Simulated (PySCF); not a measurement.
## How methods differ on the ionisation energy of Pb(73+)

Pb(73+) [He] 2s2 2p5 (2P) → Pb(74+) [He] 2s2 2p4 (3P), as a difference of total energies. All numbers are calculated (PySCF 2.14, the spin-free X2C one-electron Hamiltonian (Gaussian nucleus), in an even-tempered Gaussian basis (18 s from 54 bohr⁻², ratio 2.2; 13 p from 70 bohr⁻², ratio 2.2; 5 d from 270 bohr⁻², ratio 2.4; 5 f from 410 bohr⁻², ratio 2.4; 4 g from 610 bohr⁻², ratio 2.4)). Correlated levels: nothing frozen; virtual orbitals above 40 to 60 times the deepest correlated orbital energy dropped. The calculations carry no spin-orbit coupling.

```tsv
method	ionisation energy (eV)
UHF	20662.4
LDA	20654.6
PBE	20660.8
PBE0	20661.7
r2SCAN	20667.8
MN15	20668.4
r2SCANh	20667.4
MP2 (all electrons)	20664.3
SCS-MP2 (all electrons)	20664.3
```

Spin-orbit coupling is strong in these open shells (close to jj coupling). The scalar numbers leave it out and a first-order estimate fails, so it can dominate the gap to the real levels.

For this ion Breit and QED terms and the two-electron picture change, all absent here, outweigh the differences among the correlated methods.

For comparison: 19970 ± 90 eV (theoretical estimate listed by NIST; NIST Atomic Spectra Database, ionization energies).
